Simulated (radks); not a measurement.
Charge is removed step by step from the 1s1/2 level of the lithium ion Li+, starting from [He]. All-electron calculation, Dirac Kohn-Sham, PBE, spin-unpolarised, spherical densities, finite nucleus; Fermi nuclear charge, rms radius 2.444 fm. Program: a radial shooting solver on a logarithmic mesh with Libxc functionals.

removed (e)  E - E(0) (eV)  eigenvalue (eV)  E minus straight line (eV)
0                    0.000          -60.414                       0.000
0.1                  6.221          -64.026                      -1.705
0.2                 12.807          -67.699                      -3.046
0.3                 19.763          -71.431                      -4.017
0.4                 27.095          -75.220                      -4.611
0.5                 34.809          -79.062                      -4.824
0.6                 42.910          -82.954                      -4.650
0.7                 51.401          -86.891                      -4.085
0.8                 60.289          -90.869                      -3.124
0.9                 69.576          -94.882                      -1.763
1                   79.266          -98.921                       0.000

Removing the whole electron costs 79.266 eV by Delta-SCF, against 60.414 eV from minus the eigenvalue at the starting occupation. Slater's transition state (half an electron removed) gives 79.062 eV. Integrating minus the eigenvalue over the occupation (Janak's theorem) gives 79.266 eV. The mean slope of the eigenvalue, de/dn, is 38.5 eV per electron. Ionisation energy of Li+ in the NIST Atomic Spectra Database: 75.640 eV (theoretical).

Beside tabulated values, note that spin-unpolarised runs miss the spin-polarisation part of the exchange energy of open shells.
